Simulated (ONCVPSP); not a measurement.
# What one change does to a pseudopotential (ruthenium (Ru), ONCV)

ONCVPSP 4.0.1 input, shortened (lines: element, Z, core and valence counts, functional; n l f; lmax; l rc ep ncon nbas qcut; lloc lpopt rc5 dvloc0; l nproj debl; icmod fcfact rcfact), PBEsol, scalar-relativistic:

```
  Ru 44.00    6    4  -116133      upf
    1    0    2.00
    2    0    2.00
    2    1    6.00
    3    0    2.00
    3    1    6.00
    3    2   10.00
    4    0    2.00
    4    1    6.00
    4    2    7.00
    5    0    1.00
    2
    0    1.30    0.00    4    7    6.90
    1    1.15    0.00    3    7    8.60
    2    1.40    0.00    5    9    6.70
    4    5    1.10    2.00
    0    2    3.30
    1    2    3.00
    2    3    0.70
    2    0.75    0.65
```

Change: core [Kr], valence charge 8; reference 4d7.5 5s0.5; waves now 5s: rc 2.75 bohr, ncon 4, nbas 7, qcut 2.3 1/bohr, 1 projector; p scattering state at 0.29 Ha: rc 2.15 bohr, ncon 4, nbas 7, qcut 4 1/bohr, 2 projectors, debl 2.8 Ha; 4d: rc 1.90 bohr, ncon 5, nbas 10, qcut 7 1/bohr, 2 projectors, debl 2.5 Ha; local potential polynomial inside 1.60 bohr (lpopt 5, dvloc0 0 Ha).

Cutoffs: the cutoffs (Ha) at which the residual kinetic energy of the hardest occupied pseudo-wave falls to 1 and 0.1 mHa per electron; they do not see the model core or the augmentation charge, which bear on the density cutoff. Errors are all-electron minus pseudo energies relative to the spin-unpolarised reference configuration.

Task: What does the change do?

Result: The potential gets softer (34 Ha and 116 Ha → 20 Ha and 23 Ha); the bound ghosts move from d to p, s. The shells moved into the core no longer need plane waves of their own. Several settings change at once here, so the effects cannot be laid on one of them.

```tsv
quantity	base	changed
cutoff, loose	34 Ha	20 Ha
cutoff, tight	116 Ha	23 Ha
bound ghosts	d	s, p
GHOST(+) flags under 300 eV	s at 274.7 eV	p at 71.9 eV
largest error over its own tests, meV	-2.7	-49
rms error of d²Exc/dni dnj with the model core, mHa	0.48	0.85
```

 A true bound ghost makes a file unfit for plane-wave use even where its test errors are small: the radial tests pick states by their node count and pass the ghost by.
